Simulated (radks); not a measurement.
Task: The technetium ion Tc1.5+, configuration [Kr] 4d4 5p1.5 (fractional occupations, a model configuration). Calculated with a radial shooting solver on a logarithmic mesh with Libxc functionals: Dirac Kohn-Sham, LDA (Slater exchange, Perdew-Wang correlation), spin-unpolarised, spherical densities, finite nucleus; open shells are shared between the two j in proportion to 2j + 1; Fermi nuclear charge, rms radius 4.4112 fm.

Spin-orbit splittings of the eigenvalues, e(l+1/2) - e(l-1/2), with zeta = 2 splitting/(2l+1) and mean radii in bohr:

shell  occ.  splitting (eV)  zeta (eV)  <r> j=l-1/2  <r> j=l+1/2
2p        6           118.1      78.70       0.1272       0.1318
3p        6               ?          ?       0.4095       0.4202
3d       10           3.804      1.521       0.3972       0.4007
4p        6           3.055      2.036        1.140        1.169
4d        4          0.3362     0.1345        1.555        1.570
5p      1.5          0.3410     0.2274        3.299        3.372

Estimate the 3p splitting.

Result: 19.76 eV (zeta = 13.17 eV).
